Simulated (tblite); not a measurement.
**Question.** Write Cartesian coordinates for `CC/C(C)=C/O[C]=O` [radical] as optimised with GFN2-xTB. (Doublet state.)

**Answer.** 
```xyz
17
C6H9O2 angstrom
C     -2.0803    0.7125    0.6761
C     -1.0763    0.5714   -0.4690
C      0.1270   -0.2325   -0.0599
C     -0.0693   -1.6997    0.1538
C      1.2989    0.3633    0.1071
O      2.4471   -0.3656    0.5038
C      3.5833    0.2172    0.6277
O      3.9800    1.3400    0.4861
H     -2.9171    1.3313    0.3626
H     -1.6078    1.1804    1.5362
H     -2.4671   -0.2572    0.9771
H     -1.5626    0.0773   -1.3132
H     -0.7609    1.5646   -0.7913
H     -0.7377   -1.8716    0.9961
H      0.8780   -2.1899    0.3564
H     -0.5231   -2.1471   -0.7293
H      1.4811    1.4174   -0.0436
```

Orientation and origin are arbitrary. Atoms count from 1 in this order. The C–O distances run from 1.199 Å (C7=O8, drawn double) to 1.417 Å (C5–O6, drawn single), a spread of 0.218 Å. The 4 C–C bonds span 1.325 Å (C3=C5, drawn double) to 1.529 Å (C1–C2, drawn single), a spread of 0.204 Å. Of the pairs four or more bonds apart, O6···H15 is among the closest relative to their van der Waals radii: 2.41 Å, 89 % of the sum of Bondi's values. C5 (carbon bonded to C, O and H) is planar (angles 124.8°, 121.4° and 113.9°, sum 360.0°, 0.00 Å off the plane of its three neighbours).

Bonds between heavy atoms (Å): C1–C2 1.529, C2–C3 1.504, C3–C4 1.496, C3=C5 1.325, C5–O6 1.417, O6–C7 1.283, C7=O8 1.199.

The geometry is computed with GFN2-xTB (gas phase). This method treats the open shell by occupation alone, without spin polarisation.

Point group: C1 (no symmetry element, even within 0.4 Å). Its lowest GFN2-xTB frequency is 18i cm⁻¹, too small to tell a flat minimum from a shallow saddle. Torsions: C1–C2–C3–C4 71°, C3–C5–O6–C7 178°, C5–O6–C7–O8 0°. 3 starts were optimised and ended at 0.00, 0.46 and 0.98 kcal/mol (GFN2-xTB); the lowest of these is shown.

Time: 0.3 s. Hardware: one thread of an Arm Neoverse V1, no GPU (shared host). That covers the optimisation of the geometry.

One conformer stands for the species.
